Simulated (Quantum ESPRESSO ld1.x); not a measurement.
The tantalum ion Ta2+, configuration [Xe] 4f14 5d2 6d1 (not the ground configuration). Method: Dirac Kohn-Sham, PW91, spin-unpolarised, spherical densities, point nucleus; open shells fill j = l - 1/2 first; computed with ld1.x of Quantum ESPRESSO 7.5.

Radial electron density D(r) = 4 pi r^2 rho(r):

```
   r/bohr * D(r) (the largest magnitude, 132, reaches the edge; | marks zero)
 0.001304 |    *
 0.001796 |      *
 0.002473 |          *
 0.003405 |                *
 0.004689 |                        *
 0.006458 |                                *
 0.008893 |                                       *
  0.01225 |                                          *
  0.01687 |                                        *
  0.02323 |                                     *
  0.03199 |                                        *
  0.04405 |                                                 *
  0.06066 |                                                      *
  0.08354 |                                              *
    0.115 |                                           *
   0.1584 |                                                 *
   0.2182 |                                     *
   0.3005 |                        *
   0.4138 |                             *
   0.5698 |                      *
   0.7847 |          *
    1.081 |     *
    1.488 |  *
    2.049 |*
    2.822 *
    3.887 *
    5.352 *
    7.371 *
    10.15 *
```

D(r) has 5 maxima, at r = 0.0127, 0.0574, 0.160, 0.427, 4.63 bohr, and minima at 0.0248, 0.104, 0.303, 3.70 bohr, inside which lie 2.01, 11.12, 29.93, 70.12 electrons.
